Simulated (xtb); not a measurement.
xtb input (GFN1-xTB):

```bash
xtb mol.xyz --gfn 1 --sp --chrg 1 --uhf 0
```
mol.xyz:
```
4

Ti     0.14789685     0.00787169    -0.02023071
H     -0.14811705    -0.48549481     1.56461960
H     -1.55716139     0.55491103    -0.43645310
H     -1.54845231    -0.24259329    -0.68309084
```

End of the output:

```
         :::::::::::::::::::::::::::::::::::::::::::::::::::::
         ::                     SUMMARY                     ::
         :::::::::::::::::::::::::::::::::::::::::::::::::::::
         :: total energy              -2.285612169837 Eh    ::
         :: gradient norm              0.051260632845 Eh/a0 ::
         :: HOMO-LUMO gap              0.100242314979 eV    ::
         ::.................................................::
         :: SCC energy                -2.299477665804 Eh    ::
         :: -> electrostatic           0.162044652983 Eh    ::
         :: repulsion energy           0.014348692722 Eh    ::
         :: dispersion energy         -0.000483196755 Eh    ::
         :: halogen bond corr.         0.000000000000 Eh    ::
         :: add. restraining           0.000000000000 Eh    ::
         :: total charge               1.000000000000 e     ::
         :::::::::::::::::::::::::::::::::::::::::::::::::::::

           -------------------------------------------------
          |                Property Printout                |
           -------------------------------------------------

    * Orbital Energies and Occupations

         #    Occupation            Energy/Eh            Energy/eV
      -------------------------------------------------------------
         1        2.0000           -0.9329261             -25.3862
         2        2.0000           -0.7468101             -20.3217
         3        1.7469           -0.5949914             -16.1905 (HOMO)
         4        0.2500           -0.5913076             -16.0903 (LUMO)
         5        0.0016           -0.5863542             -15.9555
         6        0.0016           -0.5863542             -15.9555
         7        0.0000           -0.5808951             -15.8070
         8                         -0.5674281             -15.4405
         9                         -0.5316313             -14.4664
        10                         -0.3865791             -10.5194
        11                         -0.3657843              -9.9535
        12                         -0.2875022              -7.8233
        13                         -0.0710487              -1.9333
        14                         -0.0524890              -1.4283
Note: The following floating-point exceptions are signalling: IEEE_DENORMAL
normal termination of xtb
        15                          0.4371372              11.8951
      -------------------------------------------------------------
                  HL-Gap            0.0036838 Eh            0.1002 eV
             Fermi-level           -0.5931562 Eh          -16.1406 eV

  Mulliken/CM5 charges         n(s)   n(p)   n(d)
     1Ti    0.61697  0.59936   1.281  0.647  1.455
     2H     0.01204  0.01947   0.988  0.000  0.000
     3H     0.18549  0.19058   0.815  0.000  0.000
     4H     0.18549  0.19058   0.815  0.000  0.000

Wiberg/Mayer (AO) data.
largest (>0.10) Wiberg bond orders for each atom

 ---------------------------------------------------------------------------
     #   Z sym  total        # sym  WBO       # sym  WBO       # sym  WBO
 ---------------------------------------------------------------------------
     1  22 Ti   1.637 --     2 H    0.928     3 H    0.354     4 H    0.354
     2   1 H    0.994 --     1 Ti   0.928
     3   1 H    0.992 --     4 H    0.604     1 Ti   0.354
     4   1 H    0.992 --     3 H    0.604     1 Ti   0.354
 ---------------------------------------------------------------------------

Topologies differ in total number of bonds
Writing topology from bond orders to xtbtopo.mol

 dipole moment from electron density (au)
     X       Y       Z
  -1.2609   0.3610  -1.2119  total (Debye):    4.539

           -------------------------------------------------
          | TOTAL ENERGY               -2.285612169837 Eh   |
          | GRADIENT NORM               0.051260632845 Eh/α |
          | HOMO-LUMO GAP               0.100242314979 eV   |
           -------------------------------------------------

------------------------------------------------------------------------
------------------------------------------------------------------------
 total:
 SCF:
```

The spin state was set by rule; other spins were not relaxed.
